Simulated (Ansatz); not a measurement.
Cost and result for the atomization energy of CH6BFO2Si (`OB([SiH3])OCF`) (12 atoms, 11 bonds).

```xyz
12

O    -1.326    0.898   -0.285
B    -0.315    0.171    0.248
Si   -0.390   -0.415    2.189
O     0.798   -0.214   -0.475
C     0.882   -0.094   -1.843
F     0.690    1.219   -2.239
H    -1.151    1.244   -1.168
H    -0.373   -1.903    2.277
H     0.803    0.089    2.926
H    -1.613    0.083    2.872
H     1.884   -0.388   -2.156
H     0.112   -0.689   -2.346
```

The species carries charge 0 and has multiplicity 1. The geometry is a stationary point of PBE0-D4/def2-TZVP. It is one conformer, not always the lowest. Program: Ansatz. All runs use 4 threads of an Intel Xeon Platinum 8259CL on a shared host. Times are those of one run each, without the atoms' runs, and a repeat can differ threefold. Electronic energies, without spin–orbit coupling; frozen cores. CCSD(T)/CBS adds CCSD(T) − MP2 in def2-TZVPP to the MP2 limit, and its time is that of the two runs behind it. T1 = 0.013. B3LYP takes the VWN-RPA correlation (the form of Gaussian; ORCA's B3LYP/G).

CCSD(T)/CBS is a level of theory with its own doubt, some kJ/mol a heavy atom from the limit and from the frozen cores, so smaller differences don't rank the functionals.

| level | functions | wall time | atomization (kcal/mol) | difference from CCSD(T)/CBS | per bond |
| --- | --- | --- | --- | --- | --- |
| PBE-D4/def2-TZVPP (with forces) | 281 | 3.1 s | 1107.4 | 21.5 | 2.0 |
| PBE0-D4/def2-TZVPP | 281 | 3.6 s | 1083.1 | -2.8 | -0.3 |
| r2SCAN-D4/def2-TZVPP (with forces) | 281 | 4.9 s | 1090.9 | 5.0 | 0.5 |
| B3LYP-D4/def2-TZVPP (with forces) | 281 | 6 s | 1084.7 | -1.2 | -0.1 |
| B2PLYP/def2-TZVPP | 281 | 7 s | 1074.9 | -11.0 | -1.0 |
| ωB97X-V/def2-TZVPP | 281 | 9.5 s | 1090.1 | 4.2 | 0.4 |
| ωB97M-V/def2-TZVPP (with forces) | 281 | 12 s | 1089.8 | 3.9 | 0.4 |
| MP2/def2-QZVPP | 535 | 31 s | 1098.1 | 12.2 | 1.1 |
| CCSD(T)/def2-TZVPP | 281 | 3.5 min | 1057.8 | -28.1 | -2.5 |
| CCSD(T)/CBS(def2) | – | 4 min | 1085.9 | 0.0 | 0.0 |

From PBE to PBE0 (25 % exact exchange), in def2-TZVPP and without D4, the atomization energy moves by −23.5 kcal/mol: exact exchange takes away binding that semilocal exchange gives to molecules. In def2-TZVPP, CCSD(T) changes the Hartree–Fock value by +267.5 kcal/mol (the triples alone add +16.4 kcal/mol) and MP2 by +291.2 kcal/mol; breaking electron pairs costs correlation energy, which Hartree–Fock lacks. The D4 term adds +8.5 kcal/mol with B3LYP and +4.5 kcal/mol with PBE0; it sums over pairs of atoms, weighted by their polarisabilities, and B3LYP, whose exchange is more repulsive, gets the larger term.
